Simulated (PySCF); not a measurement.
Compound: C8H9F.
Atom-mapped SMILES: `[CH2:1]=[C:2]1[C:3](=[CH2:4])[CH:5]([CH2:6][F:7])[C:8]1=[CH2:9]`

Cartesian coordinates in Å at the GFN2-xTB level; atoms count from 1:
```
atom  x, y, z in Å
C1     1.9648   -0.4262    1.5225
C2     0.8708   -0.1329    0.8285
C3     0.4633    0.9807   -0.0417
C4     1.0343    2.0829   -0.4929
C5    -0.9038    0.3487   -0.2637
C6    -1.2309   -0.0545   -1.6936
F7    -1.6159    1.0386   -2.4321
C8    -0.4302   -0.7890    0.6273
C9    -0.9808   -1.9199    1.0312
H10    2.0341   -1.3251    2.1110
H11    2.8219    0.2251    1.5218
H12    0.5122    2.7551   -1.1530
H13    2.0421    2.3479   -0.2206
H14   -1.7364    0.9283    0.1444
H15   -0.3573   -0.4847   -2.1947
H16   -2.0663   -0.7627   -1.7199
H17   -1.9795   -2.2015    0.7423
H18   -0.4509   -2.6044    1.6715
```

NICS = −σ at a ghost point: NICS(0) at the centroid of the ring atoms, NICS(1) 1 Å to either side along the normal of their mean plane, zz for the tensor component along that normal. Level: GIAO PBE0/pcSseg-1 (PySCF, non-relativistic, gas phase) on the GFN2-xTB geometry, one conformer.

Ring bond lengths (Å), with Mayer bond orders in brackets: C2–C3 1.471 (1.01), C3–C5 1.522 (0.98), C5–C8 1.521 (0.96), C8–C2 1.471 (1.00).

Question: Give the NICS values of each ring in ppm.

Answer: 
```tsv
ring	type	NICS(0)	NICS(1), two faces	NICS(1)zz, two faces	rms pucker (Å)	centre to ring atoms, mean (Å)
C2–C3–C5–C8	4-membered carbocycle; formal bonds all single	5.7	-2.1 / -1.9	2.1 / 1.2	0.01	1.06
```

Question: What do they say, and how far can they be read as aromaticity?

Answer: 
- C2–C3–C5–C8: mean NICS(1)zz 1.6 ppm, near zero. C5 has four or more neighbours; no verdict on aromaticity is drawn. NICS(0) lies 8 ppm above the mean NICS(1).

Question: What are the shieldings of the ring atoms and their hydrogens in the same run (means over atoms taken as equivalent)?

Answer: 
| atoms | environment | σ isotropic (ppm) | principal values of the symmetric part, first atom (ppm) |
| --- | --- | --- | --- |
| C2 | fully substituted alkene carbon | 33.8 | -75.4, 44.5, 132.3 |
| C3 (×2) | fully substituted alkene carbon | 32.3 | -77.8, 28.0, 140.3 |
| C5 | allylic carbon | 133.2 | 121.8, 134.4, 143.5 |
| H14 | methine hydrogen | 27.96 | 26.3, 26.7, 30.9 |

On one thread, Intel Xeon at 2.50 GHz (x86_64) (shared host), this took 2.1 min of wall time (grids of density and orbitals included) and 0.88 GiB of memory at its peak. This is the whole shielding run at PBE0/pcSseg-1, SCF included.
